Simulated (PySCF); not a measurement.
Compound: C6H17BN2Si.
Cartesian coordinates in Å at the PBE0-D3(BJ)/def2-SVP level; atoms count from 1:
```
atom  x, y, z in Å
B1     3.699   -0.987    0.193
N2     2.407   -0.764   -0.283
C3     2.069   -0.267   -1.615
C4     0.811    0.585   -1.478
N5    -0.053   -0.105   -0.533
C6    -1.434    0.342   -0.350
C7    -2.098   -0.597    0.658
C8    -2.201    0.254   -1.673
C9    -1.480    1.778    0.186
Si10   0.910   -0.966    0.638
H11    3.839   -1.399    1.326
H12    4.657   -0.766   -0.517
H13    2.908    0.304   -2.039
H14    1.860   -1.115   -2.292
H15    1.086    1.606   -1.139
H16    0.325    0.692   -2.461
H17   -1.581   -0.570    1.633
H18   -2.096   -1.634    0.289
H19   -3.140   -0.297    0.840
H20   -1.811    0.960   -2.422
H21   -2.128   -0.762   -2.089
H22   -3.264    0.495   -1.521
H23   -2.518    2.111    0.341
H24   -1.007    2.482   -0.515
H25   -0.948    1.849    1.148
H26    0.497   -2.388    0.824
H27    1.048   -0.355    1.997
```

Method: PySCF 2.14.0, PBE0-D3(BJ)/def2-SVP geometry optimisation, gas phase.

Masses are those of the commonest isotopes; rigid-rotor values at the optimised geometry. The values belong to one conformer with, in the numbering `[BH2:1][N:2]1[CH2:3][CH2:4][N:5]([C:6]([CH3:7])([CH3:8])[CH3:9])[SiH2:10]1`, B1–N2–C3–C4 -147°, N2–C3–C4–N5 -40°, C3–C4–N5–C6 -170°, C4–N5–Si10–N2 -12°.

Task: Give the principal moments of inertia and the rotational constants in MHz.

Result: Ia = 227.52, Ib = 660.22, Ic = 756.50 u·Å²; 505379 MHz·u·Å²/I gives A = 2221, B = 765.5, C = 668.1 MHz.

Task: What kind of rotor is it?

Result: An asymmetric top. Ray's parameter κ = (2B − A − C)/(A − C) = -0.875; −1 is the prolate and +1 the oblate limit.

Task: Is it planar, by Δ = Ic − Ia − Ib?

Result: Not planar: Δ = Ic − Ia − Ib = -131.25 u·Å². For a rigid frame Δ = −2 Σ m c², so Σ m c² = 65.62 u·Å² lies off the ab plane: 24.75 from hydrogen and 40.87 from heavier atoms. The atom farthest from that plane is 2.13 Å away.

Task: Which lines would a microwave search look for?

Result: The dipole components are |μa| = 2.73 D, |μb| = 1.07 D, |μc| = 0.19 D. The squared components, which scale the intensities, stand as 1.00 : 0.15 : 0.00 (a : b : c). Some lines, for components of 0.1 D or more:

```csv
type,branch,"J(Ka,Kc)",MHz,lower level (cm⁻¹)
b,Q,"1(1,0) ← 1(0,1)",1553,0.048
b,Q,"3(1,2) ← 3(0,3)",1817,0.286
a,R,"2(0,2) ← 1(0,1)",2862,0.048
c,Q,"3(2,2) ← 3(1,2)",4224,0.347
b,Q,"3(2,1) ← 3(1,2)",4248,0.347
b,Q,"2(2,0) ← 2(1,1)",4372,0.199
a,R,"3(1,2) ← 2(1,1)",4444,0.199
b,R,"3(1,3) ← 2(0,2)",5515,0.143
c,R,"3(1,2) ← 2(0,2)",6099,0.143
c,R,"2(2,0) ← 1(1,0)",7337,0.100
c,R,"2(2,1) ← 1(1,1)",7429,0.096
c,Q,"3(3,1) ← 3(2,1)",7502,0.488
b,Q,"3(3,1) ← 3(2,2)",7525,0.488
c,R,"3(2,2) ← 2(1,2)",8960,0.189
b,R,"3(2,1) ← 2(1,2)",8984,0.189
```

Task: Estimate the classical rotational partition function at 200 K, 298.15 K and 500 K.

Result: Point group C1, symmetry number σ = 1; q = (√π/σ)·√((kT/h)³/(ABC)), k/h = 20836.6 MHz/K: 447000 at 200 K, 814000 at 298.15 K, 1770000 at 500 K.

PBE0-D3(BJ)/def2-SVP frequencies: not computed here. These are rigid-rotor constants of the computed structure; measured ground-state constants (B0) also hold zero-point vibration. A rigid rotor knows nothing of internal rotation, which can split or shift real lines. Quadrupole hyperfine structure (11B, 14N) is left out.
